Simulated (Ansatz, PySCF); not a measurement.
Molecule: C$_{2}$H$_{8}$GeN, charge 0, multiplicity 2. SMILES: [GeH3][N]([CH2])C
Geometry from a B3LYP-D3(BJ)/def2-TZVP (Ansatz, an electronic-structure program) optimisation:
```xyz
12

C     -1.7529    -0.7372     0.6048
N     -0.8911     0.1968     0.0654
C     -1.4271     1.0648    -0.9687
Ge     0.9382    -0.1457     0.0990
H     -1.3940    -1.3506     1.4185
H     -2.8152    -0.5665     0.4979
H     -2.3480     1.5355    -0.6125
H     -1.6614     0.5199    -1.8924
H     -0.7145     1.8553    -1.2055
H      1.3427    -1.1650    -0.9888
H      1.2504    -0.7104     1.4916
H      1.6351     1.2003    -0.1516
```
Charge 0, spin multiplicity 2.

Wanted: size of the dipole moment, in D. Conventions: LANL2DZ with its own core potentials from Na on; non-relativistic; six Cartesian d functions in 6-31G* and its kin unless marked 5d; UHF or UKS for open shells; no spin-orbit coupling; no dispersion term unless named. Ab initio and DFT rows: single points at B3LYP-D3(BJ) geometries (Ansatz).

```
level                                    program  size of the dipole moment (D)
---------------------------------------  -------  -----------------------------
PBE/STO-3G                                Ansatz                           1.42
PBE/3-21G                                 Ansatz                           1.05
PBE/LANL2DZ                               Ansatz                           1.30
PBE/def2-SVP                              Ansatz                           1.02
PBE/6-31G* with LANL2DZ past Ar           Ansatz                           0.99
BLYP/6-31G*                               Ansatz                           0.99
BP86/6-31G* with LANL2DZ past Ar (5d)      PySCF                           0.99
B3LYP/STO-3G                              Ansatz                           1.38
B3LYP/6-31G                               Ansatz                           1.07
B3LYP/6-31G*                              Ansatz                           0.97
B3LYP/6-31G**                             Ansatz                           0.98
B3LYP/def2-SVP                            Ansatz                           1.02
B3LYP/6-31G* with LANL2DZ past Ar         Ansatz                           0.99
M06-2X/6-31G* with LANL2DZ past Ar (5d)    PySCF                           0.99
```

No value to compare with is used here. The 14 habitual levels span 0.97 (B3LYP/6-31G*) to 1.42 D (PBE/STO-3G).

The levels are drawn from those run, B3LYP/6-31G* more often than the rest, none by its result; left out are runs that failed, that the program found above a lower state of the same kind, or whose <S^2> lies over 0.5 above the pure value.
